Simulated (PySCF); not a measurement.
calcium atom (Ca), singlet. Base run: PySCF with CASSCF(2,3)/6-31G*.

Input for PySCF:
```python
from pyscf import gto, scf, mcscf
import numpy

mol = gto.M(
    atom='''
Ca    0.00000000    0.00000000    0.00000000
''',
    basis='6-31g*',
    verbose=3,
)

mf = scf.RHF(mol)
mf.kernel()
mc = mcscf.CASSCF(mf, 3, 2)
mc.fix_spin_(ss=0.0)
mc.kernel()
occ = numpy.linalg.eigvalsh(mc.fcisolver.make_rdm1(mc.ci, mc.ncas, mc.nelecas))[::-1]
ss = mc.fcisolver.spin_square(mc.ci, mc.ncas, mc.nelecas)[0]
print('natural occupations', occ.round(4), ' <S^2>', round(ss, 4))
```

The base run was repeated with changes; each row names its change, and settings that it needs were set with it.

```tsv
change	ΔE vs base (kcal/mol)	natural occupations	<S^2> of the state
base	0.000	1.87 0.07 0.07	0.00
active space = 4 electrons, 3 orbitals	4.99	2.00 1.92 0.08	0.00
active space = 6 electrons, 5 orbitals	-0.239	2.00 2.00 1.87 0.07 0.07	0.00
start = MP2 natural orbitals	0.000	1.87 0.07 0.07	0.00
active space = 6 electrons, 4 orbitals	4.99	2.00 2.00 1.92 0.08	0.00
conv_tol = 1e-5	0.000	1.87 0.07 0.07	0.00
solver = newton	0.000	1.87 0.07 0.07	0.00
orbitals = fixed (CASCI)	6.75	1.94 0.03 0.03	0.00
orbitals = fixed (CASCI); correction = SC-NEVPT2	-8.46	1.94 0.03 0.03	0.00
active space = 10 electrons, 8 orbitals	-4.85	2.00 2.00 2.00 2.00 1.84 0.05 0.05 0.05	0.00
state_average = 2 states	4.10	-	-
```

Active orbitals are taken around the Fermi level unless the row says otherwise; CASSCF can end in different local minima, and two programs can end on different orbitals. State-averaged rows give the lowest state.
